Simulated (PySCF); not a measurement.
**Polarisability and C₆ of Br (bromine, neutral)**

[Ar] 3d10 4s2 4p5, 2P determinant. Computed with PySCF 2.14 in aug-cc-pV5Z-PP with ECP10MDF (8s7p6d4f3g2h, 136 functions), with scalar relativity through the core potential. Coupled (time-dependent) response in atomic units; α is the mean over directions.

```tsv
method	mean α (bohr³)	α xx, yy, zz	C₆ (like pair)	S(−4)
PBE0	21.59	19.56, 22.60, 22.60	174.0	112.0
BHandHLYP	21.05	19.15, 22.01, 22.01	168.5	104.5
```

S(−4) is the Cauchy moment in α(ω) = α(0) + S(−4) ω² + …

Reference α: 21 ± 1 bohr³ (recommended; Schwerdtfeger and Nagle, table of static dipole polarizabilities (2023 update)). Published C₆: 162.0 (Chu and Dalgarno (2004); Tang, Norbeck and Certain (1976)).

Spin-orbit coupling is absent.

α(iu) at BHandHLYP:

| u (hartree) | α(iu) (bohr³) |
| --- | --- |
| 0 | 21.05 |
| 0.0500 | 20.80 |
| 0.100 | 20.07 |
| 0.200 | 17.75 |
| 0.300 | 15.07 |
| 0.500 | 10.53 |
| 0.750 | 6.895 |
| 1.00 | 4.763 |
| 1.50 | 2.625 |
| 2.00 | 1.665 |
| 3.00 | 0.8629 |
| 5.00 | 0.3770 |

A single London oscillator, α(iu) = α/(1 + u²/ω²), gives C₆ = (3/4) ω α². Matching the computed C₆ needs ω = 4 × 168.5 / (3 × 21.05²) = 0.507 hartree.

The components differ because the open shell of this determinant is not spherical; for a pure term their mean is the scalar polarisability.

Energies and moments cover only the electrons outside the core potential.
